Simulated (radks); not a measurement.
Results of a calculation; reference values are marked as such.
Q: Excited configurations of Ni I: one electron is placed in a higher orbital outside [Ar] 3d9. The ground configuration is [Ar] 3d8 4s2. Level of theory: scalar-relativistic Kohn-Sham, r2SCAN, spin-polarised, spherical densities, finite nucleus; open shells are filled with parallel spins first; meta-GGA in the generalised Kohn-Sham scheme; Fermi nuclear charge, rms radius 3.7757 fm (a radial shooting solver on a logarithmic mesh with Libxc functionals). Excitation = E - E(ground); binding = E(ion) - E, where the ion is the core of charge +1; n* = 1/sqrt(2 binding) in atomic units, and the quantum defect is n - n*.

outer orbital  excitation (eV)  binding (eV)     n*  quantum defect  eigenvalue (eV)  <r> (bohr)
5p                       5.220         1.771  2.771           2.229           -1.047       11.22
6p                       5.986         1.005  3.679           2.321           -0.623       20.79
6d                       6.376         0.615  4.703           1.297           -0.378       32.79
7d                       6.555         0.436  5.584           1.416           -0.282       48.31

Estimate the row for 5d.

A: excitation (eV) 6.065; binding (eV) 0.927; n* 3.832; quantum defect 1.168; eigenvalue (eV) -0.524; <r> (bohr) 20.18. The Delta-SCF ionisation energy is 6.992 eV (NIST Atomic Spectra Database: 7.640 eV, measured). Self-interaction in the functional shifts the binding energies and quantum defects, so they are the method's values and not measured ones. Open shells are spherical and high-spin; term and fine-structure splittings are not resolved.
